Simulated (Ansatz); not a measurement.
Consider the formal exchange of groups at the Si–S bond: `F[SiH]([SiH3])S` + `SS[SiH2]Cl` → `F[SiH]([SiH3])[SiH2]Cl` + `SSS`.

Program: Ansatz. Geometries: PBE0-D4/def2-TZVP. ΔE: electronic, gas phase. CCSD(T)/CBS adds triple-zeta CCSD(T) − MP2 to the extrapolated MP2 energy (def2 sets, frozen cores). DFT in def2-TZVPP. B3LYP here is the variant with VWN-RPA as its local correlation; programs differ in this. Each species was taken in one conformer, which may not be the lowest.

Question: Is it downhill or uphill in electronic energy at CCSD(T)/CBS, and by how much? (Estimate.)

Answer: Ansatz gave: Uphill: ΔE = +1.67 eV.

Question: What do these levels give: PBE-D4, r2SCAN-D4, ωB97X-V, B3LYP, MP2/def2-QZVPP, SCS-MP2/def2-QZVPP? (An estimate is asked.)

Answer: Ansatz gave: PBE-D4 1.42, r2SCAN-D4 1.59, ωB97X-V 1.63, B3LYP 1.51, MP2/def2-QZVPP 1.80, SCS-MP2/def2-QZVPP 1.75 eV.

Largest T1 diagnostic among the species: 0.014.

From PBE to PBE0 (25 % exact exchange), in def2-TZVPP and without D4, ΔE moves by +0.13 eV.
